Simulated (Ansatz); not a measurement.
Calculated with Ansatz (gas phase, PBE0-D4/def2-TZVP geometries, no zero-point term in ΔE). CBS: MP2 limit from def2 TZ/QZ plus the TZ coupled-cluster correction, frozen cores. This one scheme is used for every species. DFT in def2-TZVPP. Each species was taken in one conformer, which may not be the lowest.

`C#C[SiH2]C#C` + `C=C=N` → `C#CN=C=C` + `C#C[SiH3]`  (substitution at a C–Si bond)

`C#C[SiH2]C#C`:

```xyz
9

C     1.582   -0.189    2.060
C     0.603   -0.115    1.361
Si   -0.890   -0.004    0.323
C    -0.413    0.116   -1.430
C    -0.111    0.196   -2.595
H     2.450   -0.255    2.676
H    -1.716   -1.217    0.525
H    -1.662    1.202    0.703
H     0.158    0.267   -3.624
```

`C=C=N`:

Cartesian coordinates in Å:
```
C 0.289 0.407 0.832
C -0.234 -0.133 -0.235
N -0.826 -0.625 -1.178
H 0.612 -0.216 1.655
H 0.412 1.480 0.895
H -0.253 -0.912 -1.968
```

`C#CN=C=C`:

Cartesian coordinates in Å:
```
C -1.655 -1.955 0.573
C -1.178 -0.923 0.185
N -0.777 0.251 -0.286
C 0.330 0.763 -0.291
C 1.458 1.406 -0.355
H -2.051 -2.877 0.926
H 2.115 1.275 -1.205
H 1.759 2.061 0.453
```

`C#C[SiH3]`:

Cartesian coordinates in Å:
```
C 0.462 1.418 -1.273
C 0.178 0.546 -0.490
Si -0.252 -0.772 0.693
H 0.714 2.189 -1.965
H -1.004 -0.186 1.829
H -1.090 -1.789 0.012
H 0.992 -1.406 1.194
```

```csv
level,ΔE (kJ/mol)
revPBE-D4,77.4
r2SCAN-D4,85.6
PBE0-D4,82.8
revPBE,77.4
r2SCAN0,88.8
CAM-B3LYP,86.7
MP2/def2-SVP,81.0
CCSD(T)/def2-TZVPP,101.6
```

Q: What does CCSD(T)/CBS give? (Best estimate.)

A: Computed: +103.9 kJ/mol. The listed levels differ from it by -26.5, -18.3, -21.1, -26.5, -15.1, -17.2, -22.9, -2.3 kJ/mol.

Largest T1 diagnostic among the species: 0.015.

At CCSD(T), def2-SVP lies −22.6 kJ/mol from the extrapolated value and def2-TZVPP −2.4 kJ/mol. From r2SCAN to r2SCAN0 (25 % exact exchange), in def2-TZVPP and without D4, ΔE moves by +3.5 kJ/mol.
